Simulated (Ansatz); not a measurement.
Correlation energies of CH₄BFGe, SMILES `F[B]1[CH2][GeH2]1` by basis set

| atom | x (Å) | y (Å) | z (Å) |
| --- | --- | --- | --- |
| F1 | -1.701 | -0.637 | 1.597 |
| B2 | -0.594 | -0.370 | 0.941 |
| C3 | 0.128 | -0.970 | -0.216 |
| Ge4 | 0.207 | 1.169 | -0.037 |
| H5 | 1.212 | -1.062 | -0.188 |
| H6 | -0.335 | -1.646 | -0.933 |
| H7 | 1.701 | 1.468 | -0.174 |
| H8 | -0.618 | 2.047 | -0.991 |

Total charge 0; spin multiplicity 1. Correlated methods include outer-core shells of Ge, which these sets cover unevenly. Scalar relativity is left out up to krypton. All single points use the PBE0-D4/def2-TZVP geometry. Frozen core, restricted reference, Ansatz 0.2.0.

| basis | HF (Eh) | MP2 corr. |
| --- | --- | --- |
| def2-SVP | -2239.27497 | -0.63694 |
| def2-TZVPP | -2239.73693 | -0.77300 |
| def2-QZVPP | -2239.78612 | -1.07807 |

(1) Estimate the CCSD correlation energy and the (T) correction in each basis where they were run (hartree).

Results:

(1) 
| basis | CCSD corr. | (T) |
| --- | --- | --- |
| def2-SVP | -0.66125 | -0.02054 |
| def2-TZVPP | -0.79402 | -0.03150 |
